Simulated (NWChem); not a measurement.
Species: Si$_{2}$H$_{3}$O$_{2}$F; SMILES F[SiH]1O[SiH2]O1

```xyz
8

F     -0.5751     2.0510     0.0000
Si     0.4583     0.8205     0.0000
O      0.1187    -0.3131    -1.1928
Si    -0.2408    -1.4740     0.0000
O      0.1187    -0.3131     1.1928
H      1.8146     1.3912     0.0000
H      0.6970    -2.6243     0.0000
H     -1.6574    -1.9158     0.0000
```
Atoms are numbered in this order, from 1.

Computed with NWChem. Pople sets run with spherical d functions. The geometry was optimised at PBE0/def2-SVP. B3LYP is NWChem's, with the RPA form of VWN correlation. Atomic charges in e: unrestrained fits to the electrostatic potential beside Mulliken populations; buried atoms are poorly determined by the fit.

For level Hartree-Fock/6-31G*:

| Property | Value |
|---|---|
| Mulliken F1 | -0.51 |
| ESP Si2 | 1.27 |
| Mulliken Si2 | 1.49 |
| Mulliken O3 | -0.88 |
| ESP Si4 | 1.07 |
| Mulliken Si4 | 1.21 |
| Mulliken O5 | -0.88 |

Question: Estimate the same quantities for level B3LYP/def2-SVP.

Answer: The Mulliken F1 is -0.31. The ESP Si2 is 1.12 and the Mulliken Si2 comes out as 0.91. The Mulliken O3 is -0.54 and the ESP Si4 is 0.93. The Mulliken Si4 is 0.77 and the Mulliken O5 is -0.54.
